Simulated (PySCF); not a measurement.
Compound: C₂H₈AsBO.
Z-matrix (Å and degrees, CAM-B3LYP/def2-SV(P) geometry), rows numbered from 1:
```
O 
C   1  1.2119
C   2  1.4934  1  122.96
B   3  1.6265  2  113.12  1   -46.92
As  4  2.1077  3  108.29  2    50.57
H   2  1.1189  1  118.72  3  -179.99
H   3  1.1082  2  106.79  1    74.07
H   3  1.1028  2  110.47  1  -170.65
H   4  1.2256  3  115.14  2   -61.60
H   4  1.2227  3  114.90  2   164.10
H   5  1.5049  4  120.49  3   -85.28
H   5  1.5086  4  120.60  3    41.14
H   5  1.5176  4  113.43  3   157.83
```

Computed, not measured: PySCF 2.14.0, CAM-B3LYP/def2-SV(P) geometry optimisation, gas phase.

Take the most abundant isotopes and a rigid rotor. The values belong to one conformer with, in the numbering `[O:1]=[CH:2][CH2:3][BH2-:4][AsH3+:5]`, O1–C2–C3–B4 -47°, C2–C3–B4–As5 51°.

What are A, B and C (GHz)?

Ia = 90.33, Ib = 252.90, Ic = 323.10 u·Å²; 505379 MHz·u·Å²/I gives 5595, 1998 and 1564 MHz, that is A = 5.5949, B = 1.9983, C = 1.5642 GHz.

What kind of rotor is it?

An asymmetric top: κ = (2 × 1998 − 5595 − 1564)/(5595 − 1564) = -0.78.

Is it planar, by Δ = Ic − Ia − Ib?

Not planar: Δ = Ic − Ia − Ib = -20.13 u·Å². For a rigid frame Δ = −2 Σ m c², so Σ m c² = 10.07 u·Å² lies off the ab plane: 7.41 from hydrogen and 2.65 from heavier atoms. The atom farthest from that plane is 1.56 Å away.

Give the other two planar moments, Paa and Pbb, and the rms extents of the mass along the axes.

Paa = Σ m a² = (Ib + Ic − Ia)/2 = 242.84 and Pbb = Σ m b² = (Ia + Ic − Ib)/2 = 80.26 u·Å². With the mass M = 133.99 u, the rms extents √(P/M) along a, b and c are 1.35, 0.77, 0.27 Å.

Give the coordinates in the principal-axis frame, origin at the centre of mass.

The sense of each axis is arbitrary; atoms in the order of the calculation.
```tsv
atom	mass (u)	a (Å)	b (Å)	c (Å)
O1	15.995	-1.472	1.319	-0.064
C2	12.000	-2.210	0.358	-0.087
C3	12.000	-1.773	-1.011	0.317
B4	11.009	-0.348	-1.446	-0.336
As5	74.922	1.043	0.096	0.025
H6	1.008	-3.267	0.499	-0.426
H7	1.008	-1.695	-1.009	1.423
H8	1.008	-2.546	-1.755	0.062
H9	1.008	-0.330	-1.496	-1.560
H10	1.008	0.189	-2.409	0.194
H11	1.008	1.134	1.275	-0.906
H12	1.008	1.084	0.796	1.360
H13	1.008	2.487	-0.367	-0.038
```

List the rotational levels J(Ka,Kc) to J = 2 (MHz).

Above 0(0,0):
J = 1: 1(0,1) 3562, 1(1,1) 7159, 1(1,0) 7593
J = 2: 2(0,2) 10650, 2(1,2) 13850, 2(1,1) 15152, 2(2,1) 25942, 2(2,0) 25979
Those of J = 1 are B + C, A + C and A + B.

Which types of transition are allowed, and where do some lines up to J = 4 fall?

The dipole components are |μa| = 1.00 D, |μb| = 0.81 D, |μc| = 0.90 D. Intensities carry the squares of the components, which stand as 1.00 : 0.66 : 0.81 (a : b : c). Some lines, for components of 0.1 D or more:

```json
{"type": "a", "branch": "Q", "J(Ka,Kc)": "1(1,0) ← 1(1,1)", "MHz": "434", "lower level (cm⁻¹)": "0.239"}
{"type": "a", "branch": "Q", "J(Ka,Kc)": "2(1,1) ← 2(1,2)", "MHz": "1302", "lower level (cm⁻¹)": "0.462"}
{"type": "a", "branch": "Q", "J(Ka,Kc)": "3(1,2) ← 3(1,3)", "MHz": "2603", "lower level (cm⁻¹)": "0.796"}
{"type": "a", "branch": "R", "J(Ka,Kc)": "1(0,1) ← 0(0,0)", "MHz": "3562", "lower level (cm⁻¹)": "0.000"}
{"type": "a", "branch": "R", "J(Ka,Kc)": "2(1,1) ← 1(1,0)", "MHz": "7559", "lower level (cm⁻¹)": "0.253"}
{"type": "c", "branch": "Q", "J(Ka,Kc)": "4(2,3) ← 4(1,3)", "MHz": "9346", "lower level (cm⁻¹)": "1.384"}
{"type": "a", "branch": "R", "J(Ka,Kc)": "3(1,3) ← 2(1,2)", "MHz": "10014", "lower level (cm⁻¹)": "0.462"}
{"type": "a", "branch": "R", "J(Ka,Kc)": "3(2,1) ← 2(2,0)", "MHz": "10834", "lower level (cm⁻¹)": "0.867"}
{"type": "b", "branch": "Q", "J(Ka,Kc)": "2(2,1) ← 2(1,2)", "MHz": "12092", "lower level (cm⁻¹)": "0.462"}
{"type": "b", "branch": "R", "J(Ka,Kc)": "3(1,3) ← 2(0,2)", "MHz": "13213", "lower level (cm⁻¹)": "0.355"}
{"type": "a", "branch": "R", "J(Ka,Kc)": "4(3,1) ← 3(3,0)", "MHz": "14330", "lower level (cm⁻¹)": "1.859"}
{"type": "b", "branch": "R", "J(Ka,Kc)": "2(2,1) ← 1(1,0)", "MHz": "18349", "lower level (cm⁻¹)": "0.253"}
{"type": "c", "branch": "Q", "J(Ka,Kc)": "4(3,2) ← 4(2,2)", "MHz": "18650", "lower level (cm⁻¹)": "1.714"}
{"type": "b", "branch": "Q", "J(Ka,Kc)": "3(3,0) ← 3(2,1)", "MHz": "18909", "lower level (cm⁻¹)": "1.228"}
{"type": "b", "branch": "R", "J(Ka,Kc)": "3(2,2) ← 2(1,1)", "MHz": "21477", "lower level (cm⁻¹)": "0.505"}
{"type": "c", "branch": "Q", "J(Ka,Kc)": "4(4,1) ← 4(3,1)", "MHz": "26620", "lower level (cm⁻¹)": "2.337"}
{"type": "b", "branch": "R", "J(Ka,Kc)": "3(3,1) ← 2(2,0)", "MHz": "29741", "lower level (cm⁻¹)": "0.867"}
{"type": "c", "branch": "R", "J(Ka,Kc)": "3(3,0) ← 2(2,0)", "MHz": "29743", "lower level (cm⁻¹)": "0.867"}
```

Estimate the classical rotational partition function at 10 K, 25 K and 200 K.

Point group C1, symmetry number σ = 1; q = (√π/σ)·√((kT/h)³/(ABC)), k/h = 20836.6 MHz/K: 1270 at 10 K, 5040 at 25 K, 114000 at 200 K.

No frequency check. Constants of a rigid frame at the computed geometry: no zero-point averaging, no centrifugal distortion. A rigid rotor knows nothing of internal rotation, which can split or shift real lines. Quadrupole hyperfine structure (11B, 75As) is left out.
